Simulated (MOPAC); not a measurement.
Input file for MOPAC: PM3 on H4OPbSi (SMILES [OH][Pb][SiH3]), a point of a torsion scan.

```
PM3 1SCF PRECISE CHARGE=0 THREADS=1
H4OPbSi

O      2.46459575 1     0.05782345 1    -0.33995145 1
Pb     1.24586086 1    -1.48013247 1     0.51187201 1
Si    -1.04975959 1    -0.10247099 1     0.35518229 1
H      2.12985648 1     0.90008733 1    -0.63295947 1
H     -1.26373656 1     0.69455714 1    -0.85537129 1
H     -2.25430541 1    -0.94311580 1     0.42227594 1
H     -1.27568983 1     0.86736285 1     1.43358257 1
```

The log:

```
*******************************************************************************
 **                                                                           **
 **                              MOPAC v23.2.5                                **
 **                                                                           **
 *******************************************************************************
 ** MOPAC's Digital Object Identifier: https://doi.org/10.5281/zenodo.6511958 **
 **                                                                           **
 ** Please cite the open-source release paper for use of this MOPAC version:  **
 ** J. E. Moussa and J. J. P. Stewart (2026)                                  **
 ** MOPAC: An open-source semiempirical molecular orbital program             **
 ** J. Open Source Softw., 11(119), 8025, https://doi.org/10.21105/joss.08025 **
 *******************************************************************************

                              PM3 CALCULATION RESULTS

 *******************************************************************************
 *  PM3        - The PM3 Hamiltonian to be used
 *
 *
 *
 *                 CHARGE ON SYSTEM = 0
 *
 *
 *
 *  PRECISE    - TIGHTER CRITERIA TO BE USED
 *  1SCF       - DO 1 SCF AND THEN STOP
 *  THREADS=1  - MULTI-THREADING NOT USED
 *  T=         - A TIME OF 172800.0 SECONDS REQUESTED
 *  DUMP=N     - RESTART FILE WRITTEN EVERY 7200.0 SECONDS REQUESTED
 *******************************************************************************
PM3 1SCF PRECISE CHARGE=0 THREADS=1
 H4OPbSi

   ATOM   CHEMICAL          X               Y               Z
  NUMBER   SYMBOL      (ANGSTROMS)     (ANGSTROMS)     (ANGSTROMS)

     1       O          2.46459575  *   0.05782345  *  -0.33995145  *
     2      Pb          1.24586086  *  -1.48013247  *   0.51187201  *
     3      Si         -1.04975959  *  -0.10247099  *   0.35518229  *
     4       H          2.12985648  *   0.90008733  *  -0.63295947  *
     5       H         -1.26373656  *   0.69455714  *  -0.85537129  *
     6       H         -2.25430541  *  -0.94311580  *   0.42227594  *
     7       H         -1.27568983  *   0.86736285  *   1.43358257  *



          CARTESIAN COORDINATES

    NO.       ATOM           X           Y           Z

     1         O          2.4646      0.0578     -0.3400
     2        Pb          1.2459     -1.4801      0.5119
     3        Si         -1.0498     -0.1025      0.3552
     4         H          2.1299      0.9001     -0.6330
     5         H         -1.2637      0.6946     -0.8554
     6         H         -2.2543     -0.9431      0.4223
     7         H         -1.2757      0.8674      1.4336

  H: (PM3): J. J. P. STEWART, J. COMP. CHEM. 10, 209 (1989).
  O: (PM3): J. J. P. STEWART, J. COMP. CHEM. 10, 209 (1989).
 Si: (PM3): J. J. P. STEWART, J. COMP. CHEM. 10, 209 (1989).
 Pb: (PM3): J. J. P. STEWART, J. COMP. CHEM. 12, 320-341 (1991).

           Empirical Formula: H4 O Pb Si  =     7 atoms



      MOLECULAR POINT GROUP   :   C1


      RHF CALCULATION, NO. OF DOUBLY OCCUPIED LEVELS = 9


 -------------------------------------------------------------------------------
 PM3 1SCF PRECISE CHARGE=0 THREADS=1
 H4OPbSi



     1SCF WAS SPECIFIED, SO BFGS WAS NOT USED
     SCF FIELD WAS ACHIEVED


                              PM3 CALCULATION
                                                       MOPAC v23.2.5 Linux




          FINAL HEAT OF FORMATION =         -7.29091 KCAL/MOL =     -30.50517 KJ/MOL


          COSMO AREA              =        128.79 SQUARE ANGSTROMS
          COSMO VOLUME            =        121.19 CUBIC ANGSTROMS

          IONIZATION POTENTIAL    =          8.471786 EV
          HOMO LUMO ENERGIES (EV) =         -8.472 -2.132
          NO. OF FILLED LEVELS    =          9
          MOLECULAR WEIGHT        =        255.3165         POINT GROUP:  C1

          MOLECULAR DIMENSIONS (Angstroms)

            Atom       Atom       Distance
            H     6    O     1     4.88374
           Pb     2    H     5     3.12709
           Pb     2    H     7     2.00901


          SCF CALCULATIONS        =          1





   ATOM   CHEMICAL          X               Y               Z
  NUMBER   SYMBOL      (ANGSTROMS)     (ANGSTROMS)     (ANGSTROMS)

     1       O          2.46459575  *   0.05782345  *  -0.33995145  *
     2      Pb          1.24586086  *  -1.48013247  *   0.51187201  *
     3      Si         -1.04975959  *  -0.10247099  *   0.35518229  *
     4       H          2.12985648  *   0.90008733  *  -0.63295947  *
     5       H         -1.26373656  *   0.69455714  *  -0.85537129  *
     6       H         -2.25430541  *  -0.94311580  *   0.42227594  *
     7       H         -1.27568983  *   0.86736285  *   1.43358257  *

                             CARTESIAN COORDINATES

   1    O        2.464595750     0.057823450    -0.339951450
   2   Pb        1.245860860    -1.480132470     0.511872010
   3   Si       -1.049759590    -0.102470990     0.355182290
   4    H        2.129856480     0.900087330    -0.632959470
   5    H       -1.263736560     0.694557140    -0.855371290
   6    H       -2.254305410    -0.943115800     0.422275940
   7    H       -1.275689830     0.867362850     1.433582570


           Empirical Formula: H4 O Pb Si  =     7 atoms



      MOLECULAR POINT GROUP   :   C1


                  EIGENVALUES
 -34.03713 -16.36579 -15.67516 -13.48352 -11.79265 -11.73741 -11.24608 -10.41904
  -8.47179  -2.13215  -1.71157  -0.12347   1.68626   1.97642   2.02262   5.75578


              NET ATOMIC CHARGES AND DIPOLE CONTRIBUTIONS

  ATOM NO.   TYPE          CHARGE      No. of ELECS.   s-Pop       p-Pop
    1          O          -0.559769        6.5598     1.79898     4.76079
    2         Pb           0.655633        3.3444     1.87313     1.47124
    3         Si           0.120647        3.8794     1.09452     2.78483
    4          H           0.192104        0.8079     0.80790
    5          H          -0.133372        1.1334     1.13337
    6          H          -0.141720        1.1417     1.14172
    7          H          -0.133522        1.1335     1.13352
 DIPOLE           X         Y         Z       TOTAL
 POINT-CHG.     1.816    -4.405     1.489     4.992
 HYBRID        -2.360     2.918    -0.765     3.830
 SUM           -0.544    -1.487     0.724     1.741


          ATOMIC ORBITAL ELECTRON POPULATIONS

     Atom    s        px        py        pz
    1  O   1.79898   1.68418   1.32372   1.75289
    2 Pb   1.87313   0.58846   0.63870   0.24407
    3 Si   1.09452   0.99424   0.91321   0.87739
    4  H   0.80790
    5  H   1.13337
    6  H   1.14172
    7  H   1.13352

 **********************
 *                    *
 * JOB ENDED NORMALLY *
 *                    *
 **********************




 == MOPAC DONE ==
```

The run finished.

Cost: around 0.020 core-seconds (rough).
